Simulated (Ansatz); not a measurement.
Total energies of (F2Al-mu-PH2)3 (Al₃P₃H₆F₆) from Ansatz at PBE-D4/def2-TZVP, gas phase (1 Eh = 27.2114 eV = 2625.5 kJ/mol). The reference geometry is relaxed at PBE-D4/def2-SVP.

```xyz
18

Al   -0.060    1.052   -1.887
F    -0.605    2.002   -3.159
F     1.576    0.663   -1.707
P    -0.577    1.947    0.289
Al    1.057    1.160    1.885
F     2.421    2.109    1.634
F     0.423    1.002    3.433
P     1.344   -1.097    1.076
Al   -0.822   -1.946    0.449
F    -1.012   -3.600    0.665
F    -1.855   -0.840    1.208
P    -0.999   -1.167   -1.822
H    -0.523    3.371    0.204
H    -1.924    1.728    0.692
H     1.924   -1.931    2.079
H     2.294   -1.200    0.020
H    -0.321   -1.992   -2.767
H    -2.343   -1.262   -2.291
```

```json
{"state": "charge 0 singlet", "geometry": "reference", "energy (Eh)": "-2353.51458"}
{"state": "charge 1 doublet", "geometry": "reference", "energy (Eh)": "-2353.16263"}
{"state": "charge 1 doublet", "geometry": "relaxed at PBE-D4/def2-SVP", "energy (Eh)": "-2353.20977"}
{"state": "charge -1 doublet", "geometry": "reference", "energy (Eh)": "-2353.53449"}
{"state": "free Al atom (doublet)", "geometry": "–", "energy (Eh)": "-242.22759"}
{"state": "free F atom (doublet)", "geometry": "–", "energy (Eh)": "-99.66912"}
{"state": "free P atom (quartet)", "geometry": "–", "energy (Eh)": "-341.10299"}
{"state": "free H atom (doublet)", "geometry": "–", "energy (Eh)": "-0.49962"}
```

Single mean-field runs in def2-TZVP are fitted with def2-universal-jkfit.

(1) Work out the vertical ionisation energy to the doublet.

(2) Work out the vertical electron affinity, to the doublet.

(3) Give the fundamental gap IE − EA, the Mulliken electronegativity (IE + EA)/2 and the hardness (IE − EA)/2.

(4) How much does the charge 1 doublet relax, and what is the adiabatic ionisation energy?

(5) What is the binding energy per atom against free atoms?

(1) E(charge 1 doublet) − E(charge 0 singlet) = -2353.16263 − (-2353.51458) = 0.35195 Eh = 9.58 eV. For comparison, −ε of the highest occupied level is 7.36 eV at this level, 2.22 eV less.

(2) E(charge 0 singlet) − E(charge -1 doublet) = -2353.51458 − (-2353.53449) = 0.01991 Eh = 0.54 eV. The basis lacks diffuse functions, which makes affinities too small.

(3) From the values in Eh: IE − EA = 0.35195 − 0.01991 = 0.33204 Eh = 9.04 eV; (IE + EA)/2 = 5.06 eV; (IE − EA)/2 = 4.52 eV. The HOMO–LUMO gap of the same run is 4.82 eV, 4.22 eV smaller than the fundamental gap.

(4) Relaxation: -2353.16263 − (-2353.20977) = 0.04714 Eh = 1.28 eV. Adiabatic ionisation energy: 0.30481 Eh = 8.29 eV, without zero-point energy. Bonds change on the way (1 lost, 1 formed), so the relaxed form is another species. 

(5) Atoms: 3 × (-242.22759) + 6 × (-99.66912) + 3 × (-341.10299) + 6 × (-0.49962) = -2351.00418 Eh. Binding: -2351.00418 − (-2353.51458) = 2.51040 Eh = 68.31 eV, or 3.80 eV for each of 18 atoms (no zero-point energy, no counterpoise term).

At PBE-D4/def2-TZVP the highest occupied level of the charge -1 doublet lies above zero (up to 1.51 eV). By energy differences its removal costs 0.54 eV (vertical, to the charge 0 singlet, at PBE-D4/def2-TZVP); self-interaction error and the lack of diffuse functions both raise the level. At PBE-D4/def2-TZVP the gap within one spin of the charge -1 doublet nearly closes, so an electron or hole may be smeared out by delocalisation error.
